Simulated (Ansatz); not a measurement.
AlB12⁻. The state is a singlet with charge -1. Geometry PBE-D4/def2-SVP; atoms count from 1.

Cartesian coordinates in Å:
```
Al -0.290 -2.616 -0.932
B 0.109 0.979 0.348
B 0.244 -2.621 0.976
B 0.290 2.638 0.940
B -0.426 1.426 -1.546
B 0.588 1.560 2.011
B 0.148 -0.922 0.563
B -0.288 -0.316 -1.003
B -0.138 2.551 -0.545
B -0.715 0.197 -2.544
B -0.681 -1.324 -2.382
B 0.567 -1.580 2.050
B 0.590 0.028 2.065
```

The restricted singlet is unstable towards broken spin symmetry in Hartree–Fock (as tested in another run); at PBE0-D4/def2-TZVPD this wasn't settled. At PBE0-D4/def2-TZVPD a triplet of charge -1 lies 0.10 eV below the restricted singlet, each at its own geometry. The structure comes from a short search, and lower isomers may exist.

(1) Estimate the Mulliken populations from the PBE0/def2-TZVPD orbitals of Ansatz.

(2) And the Mayer bond orders between bonded heavy atoms (over 0.3)?

Answers

(1) 
| atom | charge (e) |
| --- | --- |
| Al1 | -0.33 |
| B2 | 0.63 |
| B3 | -0.18 |
| B4 | 0.32 |
| B5 | -0.06 |
| B6 | 0.30 |
| B7 | -0.45 |
| B8 | -0.44 |
| B9 | 0.30 |
| B10 | -0.43 |
| B11 | -0.18 |
| B12 | -0.43 |
| B13 | -0.06 |
Mulliken values and Mayer orders depend strongly on the basis. With diffuse functions, as here, like atoms can get unlike values, and bond orders can come out too low or too high.

(2) Al1–B3 1.06 (1.98 Å); Al1–B7 0.63 (2.30 Å); Al1–B8 0.62 (2.30 Å); Al1–B11 1.06 (1.98 Å); B2–B4 0.78 (1.77 Å); B2–B6 0.53 (1.83 Å); B2–B7 0.30 (1.91 Å); B2–B9 0.53 (1.82 Å); B3–B7 0.70 (1.75 Å); B3–B12 1.34 (1.53 Å); B4–B6 1.37 (1.55 Å); B4–B9 1.37 (1.55 Å); B5–B9 1.15 (1.53 Å); B5–B10 0.88 (1.61 Å); B6–B13 1.15 (1.53 Å); B7–B8 1.91 (1.74 Å); B7–B12 0.43 (1.68 Å); B8–B10 0.43 (1.68 Å); B8–B11 0.69 (1.75 Å); B10–B11 1.33 (1.53 Å); B12–B13 0.89 (1.61 Å). Values over 0.3 also appear between atoms too far apart for a bond (B5–B7 0.37 at 3.21 Å; B8–B13 0.37 at 3.21 Å); they arise where an orbital or an unpaired electron spreads over both atoms.
